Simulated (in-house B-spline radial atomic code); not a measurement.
Fe¹¹⁺. Computed with a B-spline radial atomic code. Model: all-electron spherical atom, spin shells full or empty, radial basis limit, no spin-orbit coupling, Breit or QED, empty-state partial waves extrapolated as (l+1/2)^-4, RPA, G0W0 and static COHSEX of the highest shell as one setting changes (uncorrelated shells keep exact exchange).

Empty levels are discrete states of a finite basis, so the steps are uneven.

Given: element Fe; charge 11; filled core Ne; hamiltonian one-electron scalar X2C; mean-field start PBE; highest l of empty states 9; nuclear rms radius 3.7377 fm; lowest nl shells left uncorrelated 1; highest mean-field shell 3p up; box radius 6.2 bohr.

Shell: 3s 1 1, 3p 3 0 (electrons up and down).

```json
{"highest empty level kept (hartree)": "48", "RPA correlation energy (hartree)": "-0.57938", "G0W0 level (eV)": "-328.61", "G0W0 minus most complete (meV)": "327.9", "COHSEX level (eV)": "-332.15", "linearised minus solved G0W0 (meV)": "-18.7"}
{"highest empty level kept (hartree)": "96", "RPA correlation energy (hartree)": "-0.70559", "G0W0 level (eV)": "-328.76", "G0W0 minus most complete (meV)": "184.4", "COHSEX level (eV)": "-332.57", "linearised minus solved G0W0 (meV)": "-19.1"}
{"highest empty level kept (hartree)": "168", "RPA correlation energy (hartree)": "?", "G0W0 level (eV)": "?", "G0W0 minus most complete (meV)": "?", "COHSEX level (eV)": "?", "linearised minus solved G0W0 (meV)": "?"}
{"highest empty level kept (hartree)": "288", "RPA correlation energy (hartree)": "-0.83501", "G0W0 level (eV)": "-328.88", "G0W0 minus most complete (meV)": "58.4", "COHSEX level (eV)": "-332.95", "linearised minus solved G0W0 (meV)": "-19.5"}
{"highest empty level kept (hartree)": "480", "RPA correlation energy (hartree)": "-0.86907", "G0W0 level (eV)": "-328.91", "G0W0 minus most complete (meV)": "27.4", "COHSEX level (eV)": "-333.05", "linearised minus solved G0W0 (meV)": "-19.6"}
{"highest empty level kept (hartree)": "864", "RPA correlation energy (hartree)": "-0.88772", "G0W0 level (eV)": "-328.93", "G0W0 minus most complete (meV)": "10.2", "COHSEX level (eV)": "-333.1", "linearised minus solved G0W0 (meV)": "-19.7"}
{"highest empty level kept (hartree)": "1440", "RPA correlation energy (hartree)": "-0.89434", "G0W0 level (eV)": "-328.94", "G0W0 minus most complete (meV)": "4.2", "COHSEX level (eV)": "-333.12", "linearised minus solved G0W0 (meV)": "-19.7"}
{"highest empty level kept (hartree)": "2880", "RPA correlation energy (hartree)": "?", "G0W0 level (eV)": "?", "G0W0 minus most complete (meV)": "?", "COHSEX level (eV)": "?", "linearised minus solved G0W0 (meV)": "?"}
{"highest empty level kept (hartree)": "5760", "RPA correlation energy (hartree)": "-0.89822", "G0W0 level (eV)": "-328.94", "G0W0 minus most complete (meV)": "0.1", "COHSEX level (eV)": "-333.12", "linearised minus solved G0W0 (meV)": "-19.7"}
{"highest empty level kept (hartree)": "12000", "RPA correlation energy (hartree)": "-0.89832", "G0W0 level (eV)": "-328.94", "G0W0 minus most complete (meV)": "0", "COHSEX level (eV)": "-333.13", "linearised minus solved G0W0 (meV)": "-19.7"}
{"highest empty level kept (hartree)": "28800", "RPA correlation energy (hartree)": "-0.89834", "G0W0 level (eV)": "-328.94", "G0W0 minus most complete (meV)": "0", "COHSEX level (eV)": "-333.13", "linearised minus solved G0W0 (meV)": "-19.7"}
{"highest empty level kept (hartree)": "96000", "RPA correlation energy (hartree)": "-0.89834", "G0W0 level (eV)": "-328.94", "G0W0 minus most complete (meV)": "0", "COHSEX level (eV)": "-333.13", "linearised minus solved G0W0 (meV)": "-19.7"}
```

What follows for highest empty level kept = 2880?

RPA correlation energy -0.89747 hartree; G0W0 level -328.94 eV; G0W0 minus most complete 0.9 meV; COHSEX level -333.12 eV; linearised minus solved G0W0 -19.7 meV.

What follows for highest empty level kept = 168?

RPA correlation energy -0.77816 hartree; G0W0 level -328.83 eV; G0W0 minus most complete 111.3 meV; COHSEX level -332.78 eV; linearised minus solved G0W0 -19.4 meV.
